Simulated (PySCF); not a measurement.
These compounds are isomers of formula C7H11N.

A. SMILES C(=N/[H])/[C@]12CC[C@H](C1)C2
B. SMILES C=N[C@@]12CCC[C@@H]1C2
C. SMILES C(/[C@H]1C(=C)CC1)=N/C

Spectrum 1. ¹³C{¹H} NMR (computed): δ 172.7 (CH), 160.1 (C), 115.5 (CH2), 42.9 (CH3), 42.4 (CH), 30.1 (CH2), 23.6 (CH2).

Spectrum 2. ¹³C{¹H} NMR (computed): δ 180.1 (CH), 58.7 (C), 40.7 (CH2), 37.2 (CH), 32.7 (CH2), 31.4 (CH2).

Spectrum 3. ¹³C{¹H} NMR (computed): δ 148.1 (CH2), 58.8 (C), 35.2 (CH), 29.9 (CH2), 27.9 (CH2), 24.1 (CH2), 23.3 (CH2).

Level of theory: GFN2-xTB structure, shieldings: GIAO PBE0/pcSseg-1, in PySCF 2.14 (one conformer, averaged over atoms made equivalent by symmetry, fast rotation or ring inversion, gas phase, non-relativistic Hamiltonian).

References, each an isolated molecule treated in the same way: ¹³C (σ = 186.93 ppm) against TMS. Shifts are as computed. Against solution values, carbons near 30 ppm lie about +3 ppm off and those near 130 ppm about +5 ppm. Of 1211 compounds with measured shifts, 218 miss one by over three times the rms of a fit or turn the order of signals round; such compounds aren't used in these exercises.

Question: Match each spectrum to its structure.

Answer: 1–C, 2–A, 3–B.

- Spectrum 1 (C): 7 ¹³C signals; δC 160.1 is a fully substituted alkene carbon; δC 115.5 is a terminal =CH2 carbon.
- Spectrum 2 (A): 6 ¹³C signals; δC 40.7 is an sp3 CH2 in a ring; δC 37.2 is an sp3 CH in a ring.
- Spectrum 3 (B): 7 ¹³C signals; δC 58.8 is a three-membered-ring carbon; δC 35.2 is a three-membered-ring carbon.
